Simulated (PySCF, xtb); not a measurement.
C4H7NSi, SMILES C(C(=C)[SiH2]N)#C.

GFN2-xTB (xtb) at its own geometry gives an orbital gap of 3.65 eV and a dipole moment of 0.91 D.

The structure is a stationary point at B3LYP-D3(BJ)/def2-SVP. This is a generated structure with no PubChem entry under its InChIKey; it may be hypothetical. Other conformers were not sampled.

Problem. What does PBE/def2-TZVP (PySCF) give? (Estimate from the structure and the level; the computed values follow.)

Solution. gap 3.88 eV (levels -5.99 and -2.12 eV), dipole 1.18 D.
